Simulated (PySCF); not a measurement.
Compound: C2H11NOSi3.
Numbering: `[CH3:1][SiH2:2][Si@:3]1([OH:4])[CH2:5][NH:6][SiH2:7]1`

NICS is the negative of the GIAO shielding at a point without a nucleus: at the ring centre (0) and 1 Å above and below it (1); zz is the component along the ring normal. Level: GIAO PBE0/pcSseg-1 (PySCF, non-relativistic, gas phase) on the GFN2-xTB geometry, one conformer.

Ring bond lengths (Å), with Mayer bond orders in brackets: Si3–C5 1.948 (0.79), C5–N6 1.454 (0.95), N6–Si7 1.718 (1.03), Si7–Si3 2.339 (0.88).

Q: Give the NICS values of each ring in ppm.

A: 
```tsv
ring	type	NICS(0)	NICS(1), two faces	NICS(1)zz, two faces	rms pucker (Å)	centre to ring atoms, mean (Å)
Si3–C5–N6–Si7	4-membered ring with N and 2 Si; formal bonds all single	-1.5	0.5 / -1.6	4.4 / 1.5	0.02	1.31
```

Q: What do they say, and how far can they be read as aromaticity?

A: 
- Si3–C5–N6–Si7: mean NICS(1)zz 2.9 ppm, near zero. Si3, C5, Si7 have four or more neighbours; no verdict on aromaticity is drawn.

Q: How shielded are the nuclei of the rings and their hydrogens (means over atoms taken as equivalent)?

A: 
```tsv
atoms	environment	σ isotropic (ppm)	principal values of the symmetric part, first atom (ppm)
Si3	oxygen-bound silicon	312.5	275.7, 308.7, 353.0
C5	sp3 carbon bound to nitrogen	132.1	105.5, 125.0, 165.7
N6	silicon-bound nitrogen	253.4	201.2, 237.4, 321.7
Si7	SiH2 silicon	374.1	290.8, 354.6, 476.9
H on C5	methylene hydrogen	28.10	23.9, 27.0, 33.4
H on C5	methylene hydrogen	28.00	24.7, 26.6, 32.7
H on N6	N–H hydrogen	32.03	21.9, 30.1, 44.1
H on Si7	Si–H hydrogen	25.92	22.3, 24.1, 31.5
H on Si7	Si–H hydrogen	26.17	23.5, 23.9, 31.2
```

Conformer computed: `[CH3:1][SiH2:2][Si@:3]1([OH:4])[CH2:5][NH:6][SiH2:7]1`: C1–Si2–Si3–O4 -174°, H–O4–Si3–Si2 -169°.
